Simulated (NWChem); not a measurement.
# A calculation on F₂Ge

```xyz
3

Ge     0.0000     0.0000    -0.4160
F      1.3105     0.0000     0.7395
F     -1.3105     0.0000     0.7395
```
Charge 0, spin multiplicity 1.

All runs are NWChem calculations. The geometry was optimised at PBE0/def2-SVP, a minimum by its harmonic frequencies.

Symmetry labels belong to the abelian group C2v used in the runs, with the axes of the coordinates shown.

The Hamiltonian is non-relativistic. The structure started from a generated list of species.

Problem. List the lowest 6 singlet excitations that TD-LDA (SVWN5)/def2-SVPD gives, with oscillator strengths.

Solution. 
| state | symmetry | energy (eV) | wavelength (nm) | f |
|---|---|---|---|---|
| 1 | b2 | 5.22 | 238 | 0.078 |
| 2 | a2 | 5.89 | 211 | 0.000 |
| 3 | b1 | 6.76 | 183 | 0.001 |
| 4 | b2 | 7.02 | 177 | 0.022 |
| 5 | a1 | 7.52 | 165 | 0.000 |
| 6 | a2 | 7.82 | 158 | 0.000 |
